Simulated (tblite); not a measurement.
Compound: C₅H₁₁OPSi.
Z-matrix (Å and degrees, GFN2-xTB geometry), rows numbered from 1:
```
C 
P   1  1.8343
O   2  1.4680  1  113.01
C   2  1.8481  1  107.49  3   129.81
C   4  1.5292  2  105.89  1    92.94
C   5  1.5021  4  108.56  2    18.06
C   6  1.3288  5  118.99  4   -13.61
Si  7  1.8725  2  119.81  1    81.54
H   1  1.0890  2  107.89  3   -56.36
H   1  1.0886  2  107.73  3    60.77
H   1  1.0859  2  112.04  3  -178.12
H   4  1.0897  2  112.58  1   -30.88
H   4  1.0925  2  105.91  1  -148.85
H   5  1.0947  4  110.87  2  -101.12
H   5  1.0928  4  111.57  2   139.78
H   6  1.0814  5  117.81  4   167.91
H   8  1.4650  7  107.32  2  -174.13
H   8  1.4599  7  109.39  2    65.01
H   8  1.4674  7  108.36  2   -55.72
```

Computed with GFN2-xTB (tblite): harmonic, unscaled wavenumbers at the GFN2-xTB geometry, gas phase. The method is semi-empirical: single wavenumbers can be off by several per cent or more. Modes of hydrogen on silicon can be 10 to 20 % off. One conformer, not necessarily the lowest.

Harmonic wavenumbers (cm⁻¹): 59.8, 72.6, 119.4, 127.5, 162.9, 198.4, 219.5, 291.4, 320.2, 377.2, 410.3, 511.1, 554.6, 566.3, 636.7, 680.9, 747.8, 762.4, 771.5, 778.5, 790.7, 807.5, 839.2, 850.2, 931.4, 955.0, 1013.2, 1081.9, 1086.6, 1158.1, 1213.0, 1238.8, 1272.3, 1296.6, 1305.7, 1422.4, 1435.5, 1437.2, 1471.7, 1663.5, 2231.7, 2254.7, 2300.1, 2932.3, 2963.1, 2969.6, 2986.1, 3001.0, 3007.1, 3034.8, 3057.8.

A = 1833, B = 1297, C = 963.4 MHz; mass 146.032 u (most abundant isotopes); point group C1, symmetry number 1.

What is the zero-point energy?

½Σν̃ = 31189 cm⁻¹ = 89.17 kcal/mol.

Entropy at 200 K, 1 bar (ideal gas, RRHO, classical rotation)?

Translation 38.89, rotation 28.14, vibration 19.81: S = 86.8 cal/(mol K).

And Cp and H(200 K) − H(0)?

Cp = 30.45 cal/(mol K), of which vibrations give 22.50 (their classical limit is 51 R = 101.3); H(200 K) − H(0) = 3.82 kcal/mol without the zero-point energy, 2.23 from vibrations.

Blend soft modes into free rotors: weight 1/[1 + (100 cm⁻¹/ν̃)⁴] for the oscillator and the rest for a rotor with moment μB/(μ + B), μ = h/(8π²ν), B = 10⁻⁴⁴ kg m². What vibrational entropy results?

18.83 cal/(mol K) in place of 19.81, which changes −T·S at 200 K by +0.20 kcal/mol.

How do the functions run with temperature in this model?

```tsv
T (K)	S (cal/(mol K))	Cp (cal/(mol K))	H − H(0) (kcal/mol)	G − H(0) (kcal/mol)	ln q(vib)
50	58.7	13.3	0.49	-2.44	0.40
100	69.9	19.6	1.32	-5.67	1.59
298.15	101.1	41.5	7.35	-22.78	7.12
373.15	111.2	49.3	10.76	-30.74	9.24
500	127.2	60.1	17.73	-45.88	12.78
750	154.6	74.8	34.74	-81.22	19.48
1000	177.5	84.3	54.72	-122.82	25.64
```

q(vib) and H(0) count from the zero-point level.

What must be added to the electronic energy to get the Gibbs energy at 200 K and 1 bar?

ZPE + [H(200 K) − H(0)] − T·S = 89.17 + 3.82 − 17.37 = 75.62 kcal/mol.

Which modes carry the vibrational entropy at 200 K?

59.8 cm⁻¹: 3.68; 72.6 cm⁻¹: 3.30; 119.4 cm⁻¹: 2.35; 127.5 cm⁻¹: 2.23; 162.9 cm⁻¹: 1.78; 198.4 cm⁻¹: 1.44 cal/(mol K); the other 45 give 5.03 together.

Hindered rotation and anharmonicity are outside this model. Other conformers, if any are populated, would add a mixing term that is left out. The structure is chiral; the term R ln 2 for an equal mix with its mirror image is left out.
